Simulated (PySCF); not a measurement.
methyl 2-iodoprop-2-enoate (C₄H₅IO₂), SMILES C=C(I)C(=O)OC. The structure is a stationary point at B3LYP-D3(BJ)/def2-SVP. The def2 effective core potentials stand for the cores of I; spin–orbit coupling is left out. One conformer was computed; it need not be the lowest.

### Question
Give the equilibrium geometry at B3LYP-D3(BJ)/def2-SVP (PySCF confirms it by a frequency run) as Cartesian coordinates in Å, and its point group. (Estimate from the structure and the level; the computed values follow.)

### Answer
One answer among several that fit: point group Cs.
```xyz
12

C      2.3347     0.0951     0.0000
C      1.0087     0.2638     0.0000
I     -0.3080    -1.4037     0.0000
C      0.4387     1.6527     0.0000
O      1.1301     2.6440     0.0000
O     -0.8962     1.6760     0.0000
C     -1.5035     2.9675     0.0000
H      2.9715     0.9846     0.0000
H      2.8000    -0.8915     0.0000
H     -1.2038     3.5364     0.8929
H     -1.2038     3.5364    -0.8929
H     -2.5859     2.7939     0.0000
```
